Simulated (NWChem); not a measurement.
Species: ZnH$_{2}$; SMILES [ZnH2]

```xyz
3

Zn     0.0000     0.0000     0.0000
H      0.0000     0.0000    -1.5411
H      0.0000     0.0000     1.5411
```
Atoms are numbered in this order, from 1.

Results from NWChem. Pople sets run with spherical d functions. Geometry: optimised at B3LYP/6-31G* (spherical d). B3LYP is NWChem's, with the RPA form of VWN correlation. Static field.

```json
[
 {"level": "B3LYP/6-31G*", "basis functions": "38", "isotropic polarisability (bohr³)": "22.9", "anisotropy (bohr³)": "10.1", "relative time": "1"},
 {"level": "B3LYP/def2-SVP", "basis functions": "41", "isotropic polarisability (bohr³)": "20.3", "anisotropy (bohr³)": "16.9", "relative time": "1"},
 {"level": "B3LYP/def2-SVPD", "basis functions": "50", "isotropic polarisability (bohr³)": "28.6", "anisotropy (bohr³)": "10.9", "relative time": "1"},
 {"level": "B3LYP/def2-TZVP", "basis functions": "60", "isotropic polarisability (bohr³)": "26.8", "anisotropy (bohr³)": "9.7", "relative time": "2"},
 {"level": "B3LYP/aug-cc-pVDZ", "basis functions": "77", "isotropic polarisability (bohr³)": "29.3", "anisotropy (bohr³)": "11.5", "relative time": "200"},
 {"level": "B3LYP/def2-TZVPD", "basis functions": "69", "isotropic polarisability (bohr³)": "29.2", "anisotropy (bohr³)": "10.9", "relative time": "3"},
 {"level": "B3LYP/aug-cc-pVTZ", "basis functions": "139", "isotropic polarisability (bohr³)": "29.6", "anisotropy (bohr³)": "11.6", "relative time": "400"}
]
```

Relative times are rough (shared machine, one core).
